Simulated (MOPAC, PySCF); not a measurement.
Potential energy curve for H₂ (cation, charge +1), doublet.

- UKS-B3LYP/6-31G* = unrestricted B3LYP/6-31G*, spherical d (PySCF 2.14.0)
- PM6, unrestricted, heats of formation (MOPAC)
- UKS-B3LYP/3-21G = PySCF with unrestricted B3LYP/3-21G
- UCCSD(T) = CCSD(T) on UHF/cc-pVTZ (PySCF)

Energies relative to the lowest point of each curve near equilibrium, in kJ/mol:

| R / Å | UKS-B3LYP/6-31G* | PM6 | UKS-B3LYP/3-21G |
|---|---|---|---|
| 0.82 | 47.2 | 46.1 | 50.0 |
| 0.88 | 26.0 | 20.4 | 28.1 |
| 0.94 | 12.6 | 6.0 | 14.1 |
| 1.04 | 1.8 | 0.0 | 2.5 |
| 1.10 | 0.0 | 3.9 | 0.2 |
| 1.13 | 0.0 | 7.3 | 0.0 |
| 1.15 | 0.3 | 10.1 | 0.1 |
| 1.26 | 4.7 | 29.7 | 3.6 |
| 1.80 | 48.6 | 144.6 | 46.8 |
| 2.42 | 86.6 | 218.1 | 86.8 |
| 3.87 | 95.8 | 258.2 | 96.8 |
| 4.44 | 89.8 | 260.2 | 90.7 |

**Question.** What does UCCSD(T) give at the same points?

**Answer.** 0.82: 41.4; 0.88: 20.6; 0.94: 8.1; 1.04: 0.1; 1.10: 0.8; 1.13: 2.3; 1.15: 3.6; 1.26: 14.8; 1.80: 103.4; 2.42: 189.5; 3.87: 259.6; 4.44: 265.2 (kJ/mol).
